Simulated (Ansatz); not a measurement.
`COc1ccc(-c2ccc(C#Cc3ccc(C#Cc4ccc(C#Cc5ccc(C(F)=C(F)F)cc5)cc4)cc3)cc2)cc1`, relaxed as a singlet with RKS PBE-D4/def2-SVP in Ansatz, starting from the GFN2-xTB geometry. Force threshold 0.03 eV/Å.

Single mean-field runs in def2-SVP are fitted with def2-universal-jkfit.

Start:

```xyz
66

C    11.425    0.844  -10.489
O    10.069    0.587  -10.764
C     9.202    0.515   -9.716
C     9.560    0.658   -8.380
C     8.596    0.568   -7.393
C     7.259    0.349   -7.704
C     6.246    0.283   -6.645
C     4.996    0.878   -6.821
C     4.041    0.826   -5.828
C     4.312    0.167   -4.627
C     3.330    0.104   -3.615
C     2.482    0.050   -2.757
C     1.500   -0.003   -1.744
C     0.457   -0.929   -1.816
C    -0.495   -0.981   -0.822
C    -0.431   -0.101    0.262
C    -1.409   -0.149    1.278
C    -2.248   -0.184    2.146
C    -3.225   -0.220    3.163
C    -3.449   -1.394    3.887
C    -4.397   -1.423    4.886
C    -5.147   -0.280    5.178
C    -6.126   -0.309    6.195
C    -6.971   -0.326    7.059
C    -7.951   -0.356    8.074
C    -7.578   -0.244    9.416
C    -8.526   -0.287   10.414
C    -9.878   -0.443   10.097
C   -10.920   -0.505   11.112
F   -12.190   -0.441   10.651
C   -10.801   -0.634   12.437
F   -11.824   -0.684   13.280
F    -9.657   -0.737   13.101
C   -10.250   -0.540    8.752
C    -9.303   -0.499    7.754
C    -4.924    0.894    4.454
C    -3.972    0.924    3.459
C     0.610    0.829    0.331
C     1.567    0.875   -0.658
C     5.561   -0.427   -4.443
C     6.512   -0.365   -5.439
C     6.910    0.209   -9.048
C     7.864    0.281  -10.037
H    11.926    0.865  -11.456
H    11.866    0.055   -9.871
H    11.556    1.811   -9.993
H    10.583    0.844   -8.093
H     8.890    0.695   -6.361
H     4.785    1.406   -7.739
H     3.080    1.299   -5.970
H     0.405   -1.605   -2.657
H    -1.302   -1.697   -0.874
H    -2.870   -2.276    3.657
H    -4.570   -2.329    5.449
H    -6.535   -0.124    9.667
H    -8.210   -0.192   11.439
H   -11.292   -0.653    8.496
H    -9.598   -0.584    6.719
H    -5.503    1.777    4.683
H    -3.798    1.828    2.895
H     0.657    1.508    1.170
H     2.375    1.589   -0.604
H     5.775   -0.939   -3.515
H     7.470   -0.841   -5.291
H     5.881    0.019   -9.315
H     7.599    0.162  -11.076
```

```csv
step,energy (eV),largest force component (eV/Å),SCF passes
1,-50913.5905,1.729,23
2,-50914.1391,0.465,22
3,-50914.2045,0.158,22
4,-50914.2090,0.061,21
5,-50914.2138,0.120,20
6,-50914.2186,0.103,19
7,-50914.2220,0.093,20
8,-50914.2268,0.067,19
9,-50914.2297,0.076,19
10,-50914.2332,0.078,19
11,-50914.2372,0.100,19
15,-50914.2491,0.036,19
19,-50914.2546,0.147,21
23,-50914.2622,0.033,19
27,-50914.2730,0.108,22
31,-50914.2929,0.162,23
35,-50914.3128,0.143,19
39,-50914.3276,0.138,20
43,-50914.3441,0.120,20
47,-50914.3557,0.058,20
51,-50914.3638,0.148,20
55 (rejected),-50914.3683,0.149,26
59,-50914.3758,0.079,20
63,-50914.3792,0.075,20
67,-50914.3813,0.014,20
```

Force components are those of the run's own axes.

End:

Cartesian coordinates in Å:
```
C 11.439 0.047 -10.832
O 10.338 0.933 -10.772
C 9.429 0.768 -9.774
C 9.502 -0.227 -8.777
C 8.503 -0.303 -7.796
C 7.415 0.595 -7.767
C 6.372 0.506 -6.722
C 5.708 1.664 -6.247
C 4.728 1.588 -5.258
C 4.361 0.338 -4.693
C 3.367 0.256 -3.682
C 2.505 0.187 -2.801
C 1.517 0.110 -1.785
C 1.088 -1.146 -1.276
C 0.121 -1.220 -0.277
C -0.461 -0.040 0.263
C -1.441 -0.114 1.286
C -2.291 -0.176 2.179
C -3.264 -0.245 3.209
C -3.754 -1.499 3.668
C -4.706 -1.566 4.681
C -5.214 -0.382 5.284
C -6.181 -0.451 6.320
C -7.020 -0.509 7.224
C -7.982 -0.575 8.265
C -8.441 0.604 8.912
C -9.383 0.545 9.936
C -9.913 -0.700 10.362
C -10.902 -0.837 11.427
F -11.311 -2.100 11.700
C -11.475 0.128 12.192
F -12.366 -0.123 13.134
F -11.213 1.424 12.088
C -9.459 -1.878 9.718
C -8.515 -1.819 8.694
C -4.727 0.871 4.823
C -3.775 0.938 3.809
C -0.034 1.216 -0.248
C 0.931 1.290 -1.249
C 5.021 -0.826 -5.167
C 6.000 -0.738 -6.157
C 7.364 1.587 -8.778
C 8.345 1.675 -9.763
H 12.039 0.352 -11.710
H 11.116 -1.010 -10.967
H 12.075 0.111 -9.921
H 10.337 -0.939 -8.748
H 8.595 -1.069 -7.011
H 5.991 2.650 -6.644
H 4.234 2.502 -4.896
H 1.533 -2.065 -1.684
H -0.201 -2.197 0.109
H -3.367 -2.421 3.211
H -5.076 -2.541 5.028
H -8.040 1.577 8.594
H -9.711 1.478 10.411
H -9.860 -2.850 10.035
H -8.175 -2.744 8.206
H -5.112 1.793 5.282
H -3.405 1.914 3.462
H -0.477 2.136 0.161
H 1.254 2.267 -1.635
H 4.742 -1.805 -4.750
H 6.473 -1.661 -6.525
H 6.517 2.288 -8.808
H 8.296 2.437 -10.555
```

By distances, no bond broke or formed. The bond that changes most is C17–C18, from 1.21 to 1.23 Å (atoms count from 1).

The force fell under the threshold at step 38, but the optimiser went on and released 0.058 eV more. No frequencies were taken in this run, so the end may be a saddle point.

It took 7.7 min on 2 threads of AMD EPYC 7R13 on a shared host and a share (18 GiB) of an NVIDIA H100 80GB HBM3.
